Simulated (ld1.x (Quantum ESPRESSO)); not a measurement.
lutetium (Lu), TM: configuration errors across variants

ld1.x (Quantum ESPRESSO) 7.5 input, shortened:

```
&input
   title='Lu', zed=71., rel=1, dft='PBE', iswitch=3,
   config='[Xe] 4f14 5d1 6s2 6p0'
 /
 &inputp
   pseudotype=2, tm=.true., lloc=-2, rcloc=1.45,
   nlcc=.true., new_core_ps=.true.
 /
3
6S  1  0   2.00   0.00  3.00  3.00  0.0
6P  2  1   0.00   0.00  4.20  4.20  0.0
5D  3  2   1.00   0.00  1.80  1.80  0.0
 &test
   configts(1)='5d1 6s2 6p0'
 /
```

All-electron excitation energies from the reference (eV): (1) 5d1 6s1 6p0 7.365; (2) 5d1 6s0 6p0 20.644; (3) 5d1 6s1.5 6p0 2.988; (4) 5d1 6s0 6p2 7.030; (5) 5d1 6s1 6p1 3.419; (6) 5d2 6s0 6p0 9.892.

Tests that are not counted but printed errors over 1 eV. “base”: 5d0 6s2 6p1 (solver errors, printed error -39.1 eV). “wave 6p (bound): rc 4.20 bohr becomes 6p (bound): rc 5.56 bohr”: 5d0 6s2 6p1 (solver errors, printed error -2.2 eV).

3 further variants failed, have other tests or another functional or relativity, and are left out.

A true bound ghost makes a file unfit for plane-wave use even where its test errors are small: the radial tests pick states by their node count and pass the ghost by. Where a test does run into it, the solver fails or the error is huge.

Errors AE − PS in meV (a dash: test not solved or not reliable):

| change | (1) | (2) | (3) | (4) | (5) | (6) | bound ghosts |
| --- | --- | --- | --- | --- | --- | --- | --- |
| base | -8.7 | -56 | -2.2 | -31 | -6.7 | -80 | s, p |
| all radii but the core radius scaled by about 1.22 (s 3.66, p 5.14, d 2.20 bohr); local potential all-electron potential smoothed inside 1.78 bohr (lloc = -2) | -12 | -72 | -2.7 | +19 | -1.5 | -55 | s |
| wave 6p (bound): rc 4.20 bohr becomes 6p (bound): rc 5.56 bohr | -8.7 | -56 | -2.2 | +2.8 | +0.8 | -80 | s, p |
| local potential the s channel | -9.8 | -64 | -2.4 | -30 | -6.8 | -81 | none |
| local potential all-electron potential smoothed inside 3.48 bohr (lloc = -2) | -11 | -66 | -2.5 | -28 | -6.8 | -81 | none |

Q: Give the same row for: wave 6s (bound): rc 3.00 bohr becomes 6s (bound): rc 2.40 bohr.

A: -8.1, -55, -2.0, -33, -7.0, -65; bound ghosts: s, p. Not counted: 5d0 6s2 6p1 (solver errors, printed error -1.7 eV).
